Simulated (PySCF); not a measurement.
How methods differ on the ionisation energy of Xe⁴⁸⁺

Xe⁴⁸⁺ [He] 2s2 2p2 (3P) → Xe⁴⁹⁺ [He] 2s2 2p1 (2P), as a difference of total energies. All numbers are calculated (PySCF 2.14, the spin-free X2C one-electron Hamiltonian (Gaussian nucleus), in an uncontracted even-tempered set (19 s from 24 bohr⁻², ratio 2.2; 12 p from 31 bohr⁻², ratio 2.2; 5 d from 120 bohr⁻², ratio 2.4; 5 f from 170 bohr⁻², ratio 2.4; 4 g from 260 bohr⁻², ratio 2.4)). Correlated levels: nothing frozen; virtual orbitals above 40 to 60 times the deepest correlated orbital energy dropped. The calculations carry no spin-orbit coupling.

```csv
method,ionisation energy (eV)
UHF,8766.3
LDA,8761.0
PBE,8764.6
PBE0,8765.3
r2SCAN,8769.1
PBEsol,8762.2
M06-2X,8765.6
MP2 (all electrons),8765.9
SCS-MP2 (all electrons),8765.5
```

Spin-orbit coupling is strong in these open shells (close to jj coupling). The scalar numbers leave it out and a first-order estimate fails, so it can dominate the gap to the real levels.

For this ion Breit and QED terms and the two-electron picture change, all absent here, outweigh the differences among the correlated methods.

For comparison: 8971 ± 4 eV (theoretical estimate listed by NIST; NIST Atomic Spectra Database, ionization energies).
